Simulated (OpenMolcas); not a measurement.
# Ta4+: moving the ligands

Ta4+ with 6 ligands (chloride) in trigonal antiprismatic coordination (D3d) at 2.44 Å, a polar angle of 59.7° against the regular 54.74°. A charge of +0.333 e stands 2.8 Å behind each ligand. Ligand basis ANO-RCC-VDZP.

| Property | Result |
| --- | --- |
| Program | OpenMolcas 26.06 |
| Method | CASSCF |
| Basis | ANO-RCC-VTZP [8s7p5d3f2g1h] |
| Scalar Hamiltonian | DKH2, point nucleus |
| Active space | 1 electron in 5 orbitals (5d) |
| State averaging | 2S+1 = 2 even, 5 roots |
| Spin-orbit coupling | state interaction with AMFI integrals over the reference wave functions |

Runs around this geometry, states (labels of D3, the rotations of D3d). Energies in cm-1 above the lowest state or level, χT in cm3 K/mol.

| R (Å) | Polar angle / regular | Ground state | First state of that spin | First gap with spin-orbit (degeneracies) | χT at 300 K |
| --- | --- | --- | --- | --- | --- |
| 2.44 | 1.025 | 2A1 | 2E 342.1 | 373.4 (2, 2) | 0.046 |
| 2.35 | 1.09 | 2A1 | 2E 1172 | 1307 (2, 2) | 0.054 |
| 2.44 | 1.09 | 2A1 | 2E 1283 | 1421 (2, 2) | 0.054 |
| 2.6 | 1.09 | 2A1 | 2E 1345 | 1511 (2, 2) | 0.056 |

With metal d orbitals alone the field can be off either way by tens of per cent. Ligand-to-metal charge-transfer states are missing. Spin-orbit coupling mixes the spin-free states strongly: the lowest level takes only 69 % from its leading state, 2A1 (holds for R = 2.44, ratio = 1.025). The least metal-like active orbital is 72 % on the metal (Löwdin) and no ligand orbital is active, so the numbers are rough (holds for R = 2.44, ratio = 1.025; R = 2.44, ratio = 1.09). The least metal-like active orbital is 67 % on the metal (Löwdin) and no ligand orbital is active, so the numbers are rough (holds for R = 2.35, ratio = 1.09). The least metal-like active orbital is 76 % on the metal (Löwdin) and no ligand orbital is active, so the numbers are rough (holds for R = 2.6, ratio = 1.09). No measured value stands beside these numbers; the geometry is a model, was not optimised and need not be the one that this ion takes.
